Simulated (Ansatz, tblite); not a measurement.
Cost and result up the ladder for the cluster PSe₂ (3 atoms). Charge 0, multiplicity 2. Geometry: PBE-D4/def2-TZVP.

```tsv
atom	x (Å)	y (Å)	z (Å)
P1	0.830	0.956	-0.015
Se2	-1.072	0.105	0.831
Se3	0.242	-1.062	-0.816
```

Ansatz on 4 threads of Arm Neoverse V2 on a shared host; xTB runs through tblite on one thread. Times are rough, summed over both states, and most runs start from the orbitals of an earlier one. No level here is sound enough to serve as a yardstick. The other state is a singlet.

The xTB rows come from tblite. Correlated methods freeze 23 core orbitals; core or outer-core shells of Se are correlated, in sets that lack core-valence functions. The structure comes from a short search, and lower isomers may exist.

Run but left out: HF/def2-TZVPP (charge +1 singlet: restricted singlet, unstable towards broken spin symmetry).

Correlated methods converge slowly with the basis.

Raw xTB energies of ions are shifted by several eV, and xTB has no spin-polarisation term.

```json
{"level": "GFN1-xTB", "functions": "27", "wall time": "0.004 s"}
{"level": "GFN2-xTB", "functions": "27", "wall time": "0.004 s"}
{"level": "PBE-D4/def2-TZVP", "functions": "133", "wall time": "2.5 s"}
{"level": "PBE0-D4/def2-TZVP", "functions": "133", "wall time": "4.9 s"}
{"level": "r2SCAN-D4/def2-TZVP", "functions": "133", "wall time": "6.6 s"}
{"level": "CCSD(T)/def2-TZVPP", "functions": "138", "wall time": "28 s"}
```

Q: Estimate what each level gives for the vertical IE (eV).

A: 
```csv
level,vertical IE (eV),remarks
GFN1-xTB,12.96,–
GFN2-xTB,12.46,–
PBE-D4/def2-TZVP,7.93,restricted SCF unstable in HF (+1 singlet)
PBE0-D4/def2-TZVP,8.24,restricted SCF unstable in HF (+1 singlet)
r2SCAN-D4/def2-TZVP,8.18,restricted SCF unstable in HF (+1 singlet)
CCSD(T)/def2-TZVPP,8.00,"large T1 (0.023) (+1 singlet), restricted SCF unstable (+1 singlet)"
```
